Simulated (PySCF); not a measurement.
Sb(Cl)(SiH3)2 (ClH₆SbSi₂), SMILES [SiH3][Sb]([SiH3])[Cl]. Coordinates come from a B3LYP-D3(BJ)/def2-SVP optimisation. The def2 effective core potentials stand for the cores of Sb; spin–orbit coupling is left out.

### Question
Give the equilibrium geometry at B3LYP-D3(BJ)/def2-SVP (PySCF confirms it by a frequency run) as a Z-matrix, and its point group. (Estimate from the structure and the level; the computed values follow.)

### Answer
point group Cs.
```
Sb
Cl 1 2.4354
Si 1 2.6060 2 90.24
H 3 1.4888 1 110.15 2 51.14
H 3 1.4898 4 110.07 1 119.13
H 3 1.4941 4 109.77 5 120.30
Si 1 2.6060 2 90.24 3 90.93
H 7 1.4888 1 110.15 2 -51.14
H 7 1.4898 8 110.07 4 -146.44
H 7 1.4941 8 109.77 9 -120.30
```
